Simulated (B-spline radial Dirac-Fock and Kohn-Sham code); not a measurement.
**Satellites and hypersatellites of the K lines of Pm⁷⁺**

System: promethium as Pm⁷⁺, [Kr] 4d10 4f3 5s2 5p3.

Input of the calculation (task.json; shells as n, l, electrons):

```json
{"items": [{
  "Z": 61,
  "q": 7,
  "cfg": [[1, 0, 2], [2, 0, 2], [2, 1, 6], [3, 0, 2], [3, 1, 6], [3, 2, 10], [4, 0, 2], [4, 1, 6], [4, 2, 10], [4, 3, 3], [5, 0, 2], [5, 1, 3]],
  "A": 145,
  "rrms": 4.962,
  "do": ["binding", "quiet", "double"]
}]}
```

Launch: `python xray_run.py task.json out`

Method: Dirac-Fock ΔSCF + Breit + QED. Computed with an atomic code on a B-spline grid. Each two-hole energy is an average over J within one jj subconfiguration, not an observable level; in light atoms, where LS coupling holds, the j-resolved values are not observed lines, and for a K spectator the Kα1 hypersatellite is nearly forbidden. The model has no electron correlation.

Lines without a spectator: Kα2 (K-L2) 38169.0 eV, Kα1 (K-L3) 38722.3 eV, Kβ3 (K-M2) 43707.6 eV, Kβ1 (K-M3) 43820.7 eV. Shifts in eV with one spectator hole (a dash: not computed, or left out as unreliable):

```
spectator hole     Kα2     Kα1     Kβ3     Kβ1
        K (1s)  +745.5  +782.2  +958.3  +966.5
    L2 (2p1/2)   +87.8  +114.1       –  +231.2
    L3 (2p3/2)   +77.4   +80.6  +191.8       –
    M2 (3p1/2)       –  +15.65   +33.0   +39.7
    M3 (3p3/2)  +10.16       –   +31.5   +31.5
    M4 (3d3/2)   +2.83   -0.44       –       –
    M5 (3d5/2)   -1.42   +1.39       –       –
```

Run: 34 s of CPU time on 1 thread of Intel(R) Xeon(R) 6975P-C (shared host), peak memory 0.51 GiB.
